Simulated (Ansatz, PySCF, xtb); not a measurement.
Interaction energy of C2H6 ··· Li+ (SMILES CC and [Li+]) (charge +1). Monomers: optimised at B3LYP-D3(BJ) (def2-TZVP), held rigid. Orientation: lowest of the rigid-body minima from ten starts at GFN2-xTB. The monomers approach along the line of their centres of mass (distance R); nothing else relaxes.

RHF/LANL2DZ = restricted Hartree-Fock/LANL2DZ, no counterpoise correction run with PySCF 2.14.0; GFN1-xTB (xtb); RMP2/3-21G = PySCF with restricted MP2 (frozen core)/3-21G, no counterpoise correction; CCSD(T)/aug-cc-pVTZ = CCSD(T) on RHF/aug-cc-pVTZ, frozen orbitals C 1 H 0 Li 0, counterpoise-corrected in Ansatz (an electronic-structure program).

Interaction energies in kcal/mol; the last columns give the difference from CCSD(T):

```
R / Å  RHF/LANL2DZ  GFN1-xTB  RMP2/3-21G  CCSD(T)/aug-cc-pVTZ  RHF/LANL2DZ − CCSD(T)/aug-cc-pVTZ  GFN1-xTB − CCSD(T)/aug-cc-pVTZ  RMP2/3-21G − CCSD(T)/aug-cc-pVTZ
-----  -----------  --------  ----------  -------------------  ---------------------------------  ------------------------------  --------------------------------
2.22         -8.42    -27.82      -12.30               -14.12                               5.71                          -13.70                              1.82
2.40         -8.94    -26.46      -12.50               -13.10                               4.16                          -13.36                              0.59
2.55         -8.56    -25.20      -11.81               -11.76                               3.20                          -13.44                             -0.05
2.72         -7.72    -23.94      -10.59               -10.11                               2.40                          -13.82                             -0.47
3.13         -5.34    -21.12       -7.33                -6.58                               1.23                          -14.55                             -0.76
3.32         -4.39    -19.47       -6.03                -5.32                               0.93                          -14.15                             -0.72
3.98         -2.20    -13.50       -3.06                -2.58                               0.37                          -10.92                             -0.48
4.56         -1.26     -8.77       -1.82                -1.45                               0.18                           -7.32                             -0.38
5.56         -0.56     -3.33       -0.83                -0.62                               0.06                           -2.71                             -0.21
6.95         -0.20     -1.06       -0.26                -0.23                               0.03                           -0.83                             -0.02
```

RHF/LANL2DZ is furthest from CCSD(T)/aug-cc-pVTZ at 2.22 (5.71 kcal/mol, above); its mean absolute difference over the points is 1.83 kcal/mol.

GFN1-xTB is furthest from CCSD(T)/aug-cc-pVTZ at 3.13 (-14.55 kcal/mol, below); its mean absolute difference over the points is 10.48 kcal/mol.

RMP2/3-21G is furthest from CCSD(T)/aug-cc-pVTZ at 2.22 (1.82 kcal/mol, above); its mean absolute difference over the points is 0.55 kcal/mol.
